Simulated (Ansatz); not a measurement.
Cs8Cl8 (started as a model of: 2x2x4 CsCl rock-salt block). Charge 0, multiplicity 1. Geometry PBE-D4/def2-SVP; atoms count from 1.

```xyz
16

Cs    3.662   -4.072    1.063
Cl    2.528   -0.937    1.110
Cs    1.497    2.294    1.230
Cl    0.195    5.383    1.181
Cl    0.663   -5.134    1.902
Cs   -0.556   -2.021    2.151
Cl   -1.635    1.197    2.097
Cs   -2.761    4.334    2.171
Cl    2.705   -4.336   -2.073
Cs    1.682   -1.146   -2.208
Cl    0.488    2.026   -2.038
Cs   -0.619    5.171   -2.000
Cs   -0.281   -5.433   -1.235
Cl   -1.381   -2.286   -1.168
Cs   -2.624    0.872   -1.172
Cl   -3.563    4.086   -1.010
```

In the def2 sets Cs takes a core potential; there is no spin–orbit coupling.

Question: Estimate the Mulliken populations from the PBE0/def2-SVP orbitals of Ansatz.

Answer: 
```csv
atom,charge (e)
Cs1,0.53
Cl2,-0.53
Cs3,0.53
Cl4,-0.53
Cl5,-0.53
Cs6,0.53
Cl7,-0.53
Cs8,0.53
Cl9,-0.53
Cs10,0.53
Cl11,-0.53
Cs12,0.53
Cs13,0.53
Cl14,-0.53
Cs15,0.53
Cl16,-0.53
```
Mulliken values and Mayer orders depend strongly on the basis.

Question: And the Mayer bond orders between bonded heavy atoms (over 0.3)?

Answer: Cs1–Cl5 0.34 (3.29 Å); Cs1–Cl9 0.34 (3.29 Å); Cs3–Cl4 0.33 (3.35 Å); Cl4–Cs8 0.34 (3.29 Å); Cl4–Cs12 0.34 (3.29 Å); Cl5–Cs6 0.33 (3.35 Å); Cl5–Cs13 0.34 (3.29 Å); Cs8–Cl16 0.34 (3.29 Å); Cl9–Cs10 0.33 (3.35 Å); Cl9–Cs13 0.34 (3.29 Å); Cs12–Cl16 0.34 (3.29 Å); Cs15–Cl16 0.33 (3.35 Å).
